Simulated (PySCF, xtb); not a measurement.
Bond stretch in SMILES CBr, singlet. The C1–Br5 bond (C1 also carries H, H, H; Br5 carries nothing else) is pulled apart rigidly from the PBE0/def2-TZVP optimised geometry.

Computed with: UHF/LANL2DZ = unrestricted Hartree-Fock/LANL2DZ, with its core potentials past Ne (PySCF); GFN1-xTB (xtb); RMP2/3-21G = restricted MP2 (frozen core)/3-21G (PySCF); RCCSD = CCSD on RHF/cc-pVDZ, 10 core orbitals frozen in PySCF 2.14.0.

Energies are in mEh, each relative to the lowest point of its own curve near equilibrium.

```json
[
 {"R / Å": "1.54", "UHF/LANL2DZ": "144.0", "GFN1-xTB": "155.1", "RMP2/3-21G": "141.1", "RCCSD": "117.3"},
 {"R / Å": "1.65", "UHF/LANL2DZ": "69.1", "GFN1-xTB": "65.6", "RMP2/3-21G": "68.2", "RCCSD": "51.2"},
 {"R / Å": "1.73", "UHF/LANL2DZ": "36.1", "GFN1-xTB": "30.3", "RMP2/3-21G": "35.9", "RCCSD": "23.8"},
 {"R / Å": "1.80", "UHF/LANL2DZ": "17.8", "GFN1-xTB": "12.5", "RMP2/3-21G": "17.8", "RCCSD": "9.8"},
 {"R / Å": "1.88", "UHF/LANL2DZ": "5.6", "GFN1-xTB": "2.5", "RMP2/3-21G": "5.7", "RCCSD": "1.8"},
 {"R / Å": "1.93", "UHF/LANL2DZ": "1.6", "GFN1-xTB": "0.2", "RMP2/3-21G": "1.6", "RCCSD": "0.0"},
 {"R / Å": "1.97", "UHF/LANL2DZ": "0.0", "GFN1-xTB": "0.0", "RMP2/3-21G": "0.0", "RCCSD": "0.0"},
 {"R / Å": "2.07", "UHF/LANL2DZ": "0.7", "GFN1-xTB": "4.4", "RMP2/3-21G": "0.7", "RCCSD": "4.0"},
 {"R / Å": "2.14", "UHF/LANL2DZ": "4.3", "GFN1-xTB": "10.3", "RMP2/3-21G": "4.2", "RCCSD": "9.2"},
 {"R / Å": "2.26", "UHF/LANL2DZ": "14.0", "GFN1-xTB": "23.7", "RMP2/3-21G": "14.1", "RCCSD": "20.8"},
 {"R / Å": "2.39", "UHF/LANL2DZ": "27.0", "GFN1-xTB": "40.7", "RMP2/3-21G": "28.1", "RCCSD": "35.4"},
 {"R / Å": "2.62", "UHF/LANL2DZ": "42.2", "GFN1-xTB": "71.2", "RMP2/3-21G": "55.7", "RCCSD": "61.7"},
 {"R / Å": "2.92", "UHF/LANL2DZ": "52.0", "GFN1-xTB": "104.4", "RMP2/3-21G": "90.0", "RCCSD": "91.6"},
 {"R / Å": "3.15", "UHF/LANL2DZ": "55.9", "GFN1-xTB": "122.8", "RMP2/3-21G": "112.1", "RCCSD": "109.6"},
 {"R / Å": "3.49", "UHF/LANL2DZ": "58.7", "GFN1-xTB": "—", "RMP2/3-21G": "136.7", "RCCSD": "128.4"},
 {"R / Å": "3.82", "UHF/LANL2DZ": "60.0", "GFN1-xTB": "—", "RMP2/3-21G": "151.8", "RCCSD": "139.2"},
 {"R / Å": "4.25", "UHF/LANL2DZ": "60.7", "GFN1-xTB": "—", "RMP2/3-21G": "159.8", "RCCSD": "146.4"},
 {"R / Å": "4.76", "UHF/LANL2DZ": "61.1", "GFN1-xTB": "—", "RMP2/3-21G": "156.4", "RCCSD": "149.7"},
 {"R / Å": "5.16", "UHF/LANL2DZ": "61.2", "GFN1-xTB": "—", "RMP2/3-21G": "147.6", "RCCSD": "150.7"},
 {"R / Å": "5.86", "UHF/LANL2DZ": "61.4", "GFN1-xTB": "—", "RMP2/3-21G": "126.2", "RCCSD": "314.7"},
 {"R / Å": "6.73", "UHF/LANL2DZ": "61.4", "GFN1-xTB": "—", "RMP2/3-21G": "95.8", "RCCSD": "151.7"}
]
```

At the longest distance, 6.73 Å, RCCSD lies highest above its minimum (151.7 mEh) and UHF/LANL2DZ lowest (61.4 mEh).

The RMP2/3-21G curve passes through a maximum at 4.25 Å and then falls by 64.1 mEh up to the last usable point.

The RCCSD curve passes through a maximum at 5.86 Å and then falls by 163.0 mEh up to the last usable point.

Dashes: no converged value, or the column stops at the first point that the program doubted or that broke a chosen test of continuity, which isn't proof of a fault.

The unrestricted determinant behind UHF/LANL2DZ is spin-contaminated at 2.39 to 6.73 Å (<S²> up to 1.0, against 0.00 for a pure singlet). The restricted form behind RMP2/3-21G keeps the bonding electrons paired and can't separate into open-shell fragments. The T1 diagnostic of CCSD on the restricted reference of RCCSD exceeds 0.045 at 3.49 to 6.73 Å.
